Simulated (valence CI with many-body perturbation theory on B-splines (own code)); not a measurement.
Hyperfine factors and g values of Ho LIV

Computed by relativistic CI+MBPT: four valence electrons over a frozen Dirac-Fock core [Ne], radial functions for each j: 11 s, 11 p, 10 d, 8 f, 5 g, 2 h, with the one-electron correlation potential Σ1 (screened to all orders), the two-electron term Σ2, the three-electron term Σ3, Breit, model QED; selected single and double excitations, second order for the rest, scaled by the run's own slope (own B-spline code, finite nucleus).

No measured spectrum was set against this ion. As an estimate, large intervals hold to a few tenths of a per cent, small ones and those within an open d or f shell to about a per cent. Among the levels kept, up to 580 cm⁻¹ of a level comes from second order outside the variational space, and about a tenth of that is noise between levels of different J, which matters for small intervals.

A/g_I is the dipole constant over the nuclear g factor μ/I (μ in nuclear magnetons, uniformly magnetised nucleus), B/Q the quadrupole constant per barn. Both hold the static response of the core; the bare values leave it out. Large factors of s and p1/2 electrons are usually good to 5 to 10 %; those of open d and f shells near neutrality can be off by tens of per cent, and small factors of p3/2, d and f electrons come from cancelling terms and can be off by a factor of two or in sign, in half-filled shells by more. B is blank for J = 1/2, where it vanishes, and for nearly pure S terms. Energies count from the lowest level. Levels with J = 0 are left out.

Levels are named by their leading jj configuration (3d3/2^4 stands for four electrons in 3d with j = 3/2), which in mixed levels can hold well under half, so a name can repeat and another be missing. Letters in brackets count levels of one name in rising energy.

| Level | E (× 10³ cm⁻¹) | g | A/g_I (MHz) | A/g_I bare | B/Q (MHz/b) | B/Q bare |
| --- | --- | --- | --- | --- | --- | --- |
| (3s^2 3p1/2 3p3/2) J=1 | 1725.6 | 1.491 | -103000 | -98000 | 149000 | 147000 |
| (3s^2 3p1/2 3p3/2) J=2 | 1793.0 | 1.169 | 407000 | 401000 | 269000 | 265000 |
| (3s 3p1/2^2 3p3/2) J=2 | 2883.7 | 1.544 | 980000 | 963000 | 270000 | 266000 |
| (3s 3p1/2^2 3p3/2) J=1 | 3087.1 | 1.032 | -625000 | -607000 | 168000 | 166000 |
| (3s^2 3p1/2 3d3/2) J=2 | 3291.8 | 0.755 | 355000 | 351000 | 58700 | 60200 |
| (3s^2 3p3/2^2) J=2 | 3568.4 | 1.310 | 156000 | 155000 | 29100 | 28700 |
| (3s^2 3p1/2 3d3/2) J=1 | 3592.2 | 0.877 | -277000 | -266000 | 43200 | 43600 |
| (3s^2 3p1/2 3d5/2) J=2 | 3832.9 | 1.298 | -106000 | -101000 | 33800 | 35400 |
| (3s^2 3p1/2 3d5/2) J=3 | 3839.8 | 1.112 | 230000 | 228000 | 38200 | 40400 |
| (3s 3p1/2^2 3d3/2) J=1 | 4477.8 | 0.424 | -784000 | -763000 | 23900 | 24700 |
| (3s 3p1/2^2 3d3/2) J=2 | 4527.8 | 1.143 | 911000 | 894000 | 46300 | 47800 |
| (3s 3p1/2 3p3/2^2) J=2 [a] | 4567.1 | 1.512 | 636000 | 626000 | 89900 | 88600 |
| (3s 3p1/2 3p3/2^2) J=3 | 4689.6 | 1.310 | 849000 | 833000 | 21700 | 21500 |
| (3s 3p1/2 3p3/2^2) J=1 [a] | 4874.8 | 1.270 | 789000 | 775000 | -217000 | -214000 |
| (3s 3p1/2 3p3/2^2) J=2 [b] | 4883.0 | 1.083 | 97900 | 99200 | -23300 | -22800 |
| (3s 3p1/2 3p3/2^2) J=1 [b] | 4959.2 | 1.354 | 509000 | 502000 | 146000 | 144000 |
| (3s 3p1/2^2 3d5/2) J=3 | 4986.2 | 1.355 | 614000 | 604000 | 43400 | 45500 |
| (3s 3p1/2^2 3d5/2) J=2 | 5085.4 | 1.021 | -512000 | -497000 | 23400 | 25500 |
| (3s^2 3p3/2 3d3/2) J=3 | 5284.3 | 1.097 | 140000 | 141000 | 307000 | 304000 |
| (3s^2 3p3/2 3d3/2) J=2 | 5301.2 | 1.060 | 40200 | 42900 | -26800 | -26400 |
| (3s^2 3p3/2 3d3/2) J=1 | 5308.2 | 1.124 | 174000 | 173000 | -141000 | -140000 |
| (3s^2 3p3/2 3d5/2) J=4 | 5520.8 | 1.240 | 77700 | 78900 | 365000 | 362000 |
| (3s^2 3p3/2 3d5/2) J=2 | 5580.3 | 1.245 | 73100 | 74700 | -194000 | -190000 |
| (3s^2 3p3/2 3d5/2) J=3 | 5763.0 | 1.189 | 91100 | 91900 | 12900 | 14700 |
| (3s^2 3p3/2 3d5/2) J=1 | 5829.6 | 1.077 | -20400 | -17000 | 47600 | 47700 |
| (3s 3p1/2 3p3/2 3d3/2) J=2 [a] | 5994.5 | 1.189 | 243000 | 242000 | 14000 | 14000 |
| (3s 3p1/2 3p3/2 3d3/2) J=1 [a] | 6075.5 | 1.155 | 395000 | 390000 | -138000 | -137000 |
| (3s 3p1/2 3p3/2 3d3/2) J=3 [a] | 6112.0 | 1.143 | 560000 | 551000 | 68700 | 68600 |
| (3s 3p1/2 3p3/2 3d3/2) J=2 [b] | 6126.4 | 1.170 | 309000 | 306000 | -45600 | -45300 |
| (3s 3p1/2 3p3/2 3d3/2) J=4 | 6228.5 | 1.177 | 663000 | 652000 | 239000 | 238000 |
| (3s 3p1/2 3p3/2 3d3/2) J=2 [c] | 6329.8 | 0.905 | 367000 | 361000 | -92800 | -91000 |
| (3s 3p1/2 3p3/2 3d3/2) J=3 [b] | 6369.7 | 1.322 | 597000 | 588000 | 245000 | 241000 |
| (3s 3p1/2 3p3/2 3d3/2) J=1 [b] | 6406.0 | 1.762 | 1410000 | 1380000 | 89200 | 88300 |
| (3s 3p1/2 3p3/2 3d3/2) J=2 [d] | 6411.2 | 1.417 | 718000 | 707000 | 61200 | 59000 |
